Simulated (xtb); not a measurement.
xtb input:

```bash
xtb mol.xyz --gfn 1 --sp --chrg -1 --uhf 0
```
mol.xyz:
```
11

C     -2.80031269    -0.85430488     0.17865415
C     -1.31582614    -0.59842148     0.11584909
C     -0.36453738    -1.68020406     0.27734390
C      0.89370388    -1.26009294     0.19119973
Se     1.04671260     0.74760526    -0.13613491
C     -0.82445481     0.65828267    -0.09473759
H     -3.38362229     0.06158096     0.03872871
H     -3.07532690    -1.29572826     1.14222347
H     -3.10023455    -1.57597186    -0.58828581
H      1.84932555    -1.75938066     0.25830131
H     -1.40980737     1.55936512    -0.23223632
```

**Question.** What final total energy does it print?

**Answer.** -16.72440 Eh (GFN1-xTB).

It need not be the lowest isomer of its formula. Whether it binds its extra electron was not tested at this geometry.
